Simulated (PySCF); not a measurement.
**Potential energy of RuCl⁻ along the bond**

Set-up: PySCF, scalar-relativistic core potentials, basis sets Ru def2-TZVPPD with ECP28, Cl def2-TZVPPD. Energies in eV from Ru (4d7 5s1) + Cl⁻ in their ground configurations at the same level. All curves are PBE0. state 1: ⁵Δ (quintet), unpaired electrons σ ↑, π ↑↑, δ ↑; state 2: quintet, unpaired electrons σ ↑↑, π ↑, δ ↑, a second solution, started from another occupation; state 3: quintet, unpaired electrons σ ↑↑, π ↑, δ ↑, a mixture of terms (⟨Lz²⟩ = 5.0), a second solution, started from another occupation; state 4: Ms = 1 determinant of mixed spin (⟨S²⟩ near 2.6), unpaired electrons π ↑, δ ↑, a mixture of terms (⟨Lz²⟩ = 5.0), a second solution, started from another occupation.

```csv
R (Å),state 1,state 2,state 3,state 4
2.052,-0.845,-0.470,-0.342,-0.5549
2.147,-1.191,-0.891,-0.759,-0.8031
2.243,-1.370,-1.131,-0.997,-0.9072
2.314,-1.429,-1.228,-1.094,-0.9219
2.386,-1.443,-1.275,-1.141,-0.8995
2.458,-1.424,-1.285,-1.151,-0.8513
2.553,-1.367,-1.260,-1.125,-0.7613
2.672,-1.265,-1.189,-1.053,-0.6265
2.816,-1.124,-1.075,-0.938,-0.4543
3.006,-0.938,-0.911,-0.771,-0.2333
```

Question: Put a parabola through the three lowest points of the state 1 curve and estimate Re, k and ωe (reduced mass 26.03 u; 1 eV/Å² = 0.16022 mdyn/Å; ωe = 1302.8·√(k/μ) cm⁻¹).

Answer: Through R = 2.314, 2.386, 2.458 Å the second-order coefficient is 3.18 eV/Å², so Re ≈ 2.381 Å, k ≈ 1.02 mdyn/Å and ωe ≈ 258 cm⁻¹. A polynomial fit of higher order to the unrounded PBE0 energies gives Re = 2.377 Å, k = 1.04 mdyn/Å, ωe = 260 cm⁻¹; anharmonicity and rounding make the difference.

The higher-order fit for each curve: state 1: Re = 2.377 Å, ωe = 260 cm⁻¹, De = 1.44 eV; state 2: Re = 2.446 Å, ωe = 237 cm⁻¹, minimum 1.29 eV below the ground-state fragments; state 3: Re = 2.446 Å, ωe = 237 cm⁻¹, minimum 1.15 eV below the ground-state fragments; state 4: Re = 2.303 Å, ωe = 282 cm⁻¹, minimum 0.92 eV below the ground-state fragments.

The metal atom is held in its measured ground configuration; semilocal functionals can put another filling of s and d lower by some tenths of an eV, and De to that atom would be smaller. ⟨S²⟩ of the unrestricted solution departs from its pure value on part of the curve, where spin states mix. Spin–orbit coupling is left out, which matters for elements this heavy, above all for dissociation energies. For an ion De counts to the pair picked by the measured ionisation energies or electron affinities, which need not be the lowest pair at this level. The highest Kohn–Sham level is positive in this anion. Much of that is self-interaction error, but it also means that the finite basis helps to hold the extra electron. The state is the lowest single determinant that the PBE0 search found; with open d or f shells the true ground state can be another one.
